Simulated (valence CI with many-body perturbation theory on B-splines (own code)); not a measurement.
The numbers below are computed, except where a source is named.
# Hyperfine factors and g values of Co5+

Level of theory: relativistic CI+MBPT: four valence electrons over a frozen Dirac-Fock core [Ar], radial functions for each j: 9 s, 9 p, 10 d, 8 f, 5 g, 3 h, 1 i, with the one-electron correlation potential Σ1, the two-electron term Σ2, the three-electron term Σ3, Breit, model QED; selected CI, second order for the rest, scaled by the run's own slope (own B-spline code, finite nucleus).

Set against measurement, 58 paired levels are off by 1734 cm⁻¹ on average, the worst by 4406. These come from a selection out of Sugar and Corliss, J. Phys. Chem. Ref. Data 10, 1097 (1981). Levels without a partner in it may be off by more, other configurations by 1,000 to 8,000 cm⁻¹. Only levels of the ground parity were solved; by the run's estimate the other parity begins above the list, which can be wrong where configurations are misplaced.

A/g_I is the dipole constant over the nuclear g factor μ/I (μ in nuclear magnetons, uniformly magnetised nucleus), B/Q the quadrupole constant per barn. Both hold the static response of the core; the bare values leave it out. Large factors of s and p1/2 electrons are usually good to 5 to 10 %; those of open d and f shells near neutrality can be off by tens of per cent, and small factors of p3/2, d and f electrons come from cancelling terms and can be off by a factor of two or in sign, in half-filled shells by more. B is blank for J = 1/2, where it vanishes, and for nearly pure S terms. Energies count from the lowest level. Levels with J = 0 are left out.

Letters in brackets count levels of one name in rising energy.

```
       Level  E (cm⁻¹)       g  A/g_I (MHz)  A/g_I bare  B/Q (MHz/b)  B/Q bare
    3d4 5D_1       203   1.500        -18.1         167          344       359
    3d4 5D_2       584   1.500         47.0         235          213       222
    3d4 5D_3      1115   1.500          134         326         -244      -256
    3d4 5D_4      1766   1.500          235         432         -994     -1040
    3d4 3H_4     27269   0.807          838         795          493       518
    3d4 3H_5     27684   1.036          656         693          513       539
    3d4 3H_6     28102   1.166          589         673          475       500
3d4 3P_1 [a]     28773   1.498          130         321        -32.6     -36.2
3d4 3F_2 [a]     30354   0.667         1020         931         -110      -116
3d4 3F_3 [a]     30401   1.055          655         700        -34.0     -35.8
3d4 3F_4 [a]     30566   1.229          493         597         -104      -110
3d4 3P_2 [a]     30797   1.498          218         411         34.7      35.9
    3d4 3G_3     33406   0.777          892         839         -212      -224
    3d4 3G_4     33844   1.060          631         676         -282      -298
    3d4 3G_5     34192   1.197          510         602         -291      -307
    3d4 1I_6     41116   1.000          710         736          981      1030
3d4 1G_4 [a]     41443   1.002          686         711         -460      -478
    3d4 3D_3     41700   1.333          379         518          127       137
    3d4 3D_2     41883   1.167          512         594          115       122
    3d4 3D_1     42116   0.501         1180        1030         72.9      77.4
3d4 1D_2 [a]     52668   1.001          715         741          596       622
    3d4 1F_3     59601   1.001          702         728         1230      1280
3d4 3P_2 [b]     70432   1.499          193         391          300       317
3d4 3F_4 [b]     70738   1.249          424         532         1190      1250
3d4 3F_2 [b]     70854   0.667         1120        1040          841       880
3d4 3F_3 [b]     70926   1.082          646         700          906       948
3d4 3P_1 [b]     71865   1.500        -25.4         161         -183      -192
3d4 1G_4 [b]     80516   1.000          718         744          394       414
3d4 1D_2 [b]    106800   0.999          711         737        -1180     -1230
 3d3 4s 5F_1    269840  -0.002         -943        -881         -130      -136
 3d3 4s 5F_2    270240   0.999          895         891        -96.5      -101
 3d3 4s 5F_3    270830   1.250         1300        1290         -175      -184
 3d3 4s 5F_4    271590   1.350         1420        1410         -325      -341
 3d3 4s 5F_5    272510   1.400         1460        1470         -533      -559
 3d3 4s 3F_2    279090   0.667         1780        1600         -371      -388
```

Task: Take the isotope of mass number 59, with I = 7/2, μ = 4.615 μN and Q = 0.42 b. What is the hyperfine structure of 3d4 3H_6?

Result: From the table A = 777 MHz, B = 199 MHz. Shifts from the centre of gravity in MHz: F = 5/2: -19000, F = 7/2: -16300, F = 9/2: -12800, F = 11/2: -8570, F = 13/2: -3540, F = 15/2: 2290, F = 17/2: 8920, F = 19/2: 16400.
